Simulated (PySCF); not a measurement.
FGe, SMILES [Ge][F] (connectivity only; charge and spin as stated), charge +1, multiplicity 1. Atoms are numbered in the order given.

```xyz
2

F      0.0000     0.0000    -1.3090
Ge     0.0000     0.0000     0.3682
```
Charge +1, spin multiplicity 1.

The structure is a stationary point at PBE0-D3(BJ)/def2-TZVPD. The multiplicity is an assumed one; other spin states were not compared.

Level of theory: PBE/def2-TZVPD in PySCF.

Isolated molecule, no solvent.

```json
{
  "total_energy": "-2176.20576 hartree",
  "point_group": "C∞v",
  "highest_occupied_level": "-16.50 eV",
  "lowest_empty_level": "-10.78 eV",
  "orbital_gap": "5.71 eV",
  "dipole_moment_about_the_centre_of_nuclear_charge": "2.66 D",
  "mean_static_polarisability": "19.9 bohr³ (2.95 Å³)",
  "polarisability_principal_values": "18.1, 18.1, 23.6 bohr³"
}
```
